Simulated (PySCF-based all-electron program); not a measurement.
Values are calculated unless marked as measured or tabulated.
# Distorting H4Pb, singlet

Method: all-electron DFT (in-house code on PySCF), basis-limit composite values; Koelling–Harmon scalar relativity, no spin–orbit coupling, spin-restricted. Forces are good to about 0.007 eV/Å. Atoms are numbered as listed.

Shape A:

| atom | x (Å) | y (Å) | z (Å) |
| --- | --- | --- | --- |
| Pb | 0.0000 | 0.0000 | 0.0000 |
| H | 1.0127 | 1.0127 | 1.0127 |
| H | 1.0127 | -1.0127 | -1.0127 |
| H | -1.0127 | 1.0127 | -1.0127 |
| H | -1.0127 | -1.0127 | 1.0127 |

PBE forces:

```csv
atom,Fx,Fy,Fz (eV/Å)
Pb1,0.000,0.000,0.000
H2,0.095,0.095,0.095
H3,0.095,-0.095,-0.095
H4,-0.095,0.095,-0.095
H5,-0.095,-0.095,0.095
```

Problem. What forces does r2SCAN give in shape A?

Solution. The forces move by 0.159 eV/Å (r.m.s. over the atoms) from PBE.

| atom | Fx | Fy | Fz (eV/Å) |
| --- | --- | --- | --- |
| Pb1 | 0.000 | 0.000 | 0.000 |
| H2 | -0.008 | -0.008 | -0.008 |
| H3 | -0.008 | 0.008 | 0.008 |
| H4 | 0.008 | -0.008 | 0.008 |
| H5 | 0.008 | 0.008 | -0.008 |

Shape B:

```tsv
atom	x (Å)	y (Å)	z (Å)
Pb	0.0000	0.0000	0.0000
H	1.1139	1.1139	1.1139
H	1.1139	-1.1139	-1.1139
H	-1.1139	1.1139	-1.1139
H	-1.1139	-1.1139	1.1139
```

PBE forces:

```
atom      Fx      Fy  Fz (eV/Å)
 Pb1   0.000   0.000      0.000
  H2  -0.748  -0.748     -0.748
  H3  -0.748   0.748      0.748
  H4   0.748  -0.748      0.748
  H5   0.748   0.748     -0.748
```

Problem. What forces does r2SCAN give in shape B?

Solution. The forces move by 0.173 eV/Å (r.m.s. over the atoms) from PBE.

| atom | Fx | Fy | Fz (eV/Å) |
| --- | --- | --- | --- |
| Pb1 | 0.000 | 0.000 | 0.000 |
| H2 | -0.860 | -0.860 | -0.860 |
| H3 | -0.860 | 0.860 | 0.860 |
| H4 | 0.860 | -0.860 | 0.860 |
| H5 | 0.860 | 0.860 | -0.860 |

Shape C:

```xyz
5

Pb    0.0000    0.0000    0.0000
H     0.9114    0.9114    0.9114
H     0.9114   -0.9114   -0.9114
H    -0.9114    0.9114   -0.9114
H    -0.9114   -0.9114    0.9114
```

PBE forces:

| atom | Fx | Fy | Fz (eV/Å) |
| --- | --- | --- | --- |
| Pb1 | 0.000 | 0.000 | 0.000 |
| H2 | 1.925 | 1.925 | 1.925 |
| H3 | 1.925 | -1.925 | -1.925 |
| H4 | -1.925 | 1.925 | -1.925 |
| H5 | -1.925 | -1.925 | 1.925 |

Problem. What forces does r2SCAN give in shape C?

Solution. The forces move by 0.132 eV/Å (r.m.s. over the atoms) from PBE.

```json
{"atom": "Pb1", "Fx": "0.000", "Fy": "0.000", "Fz (eV/Å)": "0.000"}
{"atom": "H2", "Fx": "1.840", "Fy": "1.840", "Fz (eV/Å)": "1.840"}
{"atom": "H3", "Fx": "1.840", "Fy": "-1.840", "Fz (eV/Å)": "-1.840"}
{"atom": "H4", "Fx": "-1.840", "Fy": "1.840", "Fz (eV/Å)": "-1.840"}
{"atom": "H5", "Fx": "-1.840", "Fy": "-1.840", "Fz (eV/Å)": "1.840"}
```
